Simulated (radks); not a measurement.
Spherical quantum dot in the effective-mass picture: electrons in a parabolic well V = omega^2 r^2 / 2 with omega = 0.121, all in effective atomic units (hartree* = m*/eps^2 hartree, bohr* = eps/m* bohr), one dielectric constant everywhere. Calculated with a radial shooting solver with Libxc functionals: non-relativistic Kohn-Sham, LDA (Slater exchange, Perdew-Wang correlation), spin-polarised, spherical densities. Levels are named by radial order and angular momentum (1s, 1p, 1d, 2s, ...), and open shells are averaged over m. Results are scaled to m* = 0.052 and eps = 7.4, for which hartree* = 25.84 meV and bohr* = 7.531 nm.

N = 19, configuration 1s2 1p6 1d10 2s(up 1, down 0). This is the lowest configuration that the search found. Occupied and some empty levels:

level,occupation,eigenvalue (meV),<r> (nm)
1s up,1,63.512,50.46
1s down,1,63.647,53.38
1p up,3,64.254,59.96
1p down,3,64.307,60.57
1d up,5,65.184,65.54
1d down,5,65.218,65.65
2s up,1,65.610,49.72
2s down,0,65.942,50.18
1f up,0,66.304,69.71
1f down,0,66.334,69.69
2p up,0,67.123,56.30
2p down,0,67.292,57.46
1g up,0,67.594,73.18
1g down,0,67.625,73.15

Energy (meV): total 737.797, kinetic 32.716, external 259.09, Hartree 512.63, exchange-correlation -66.641.
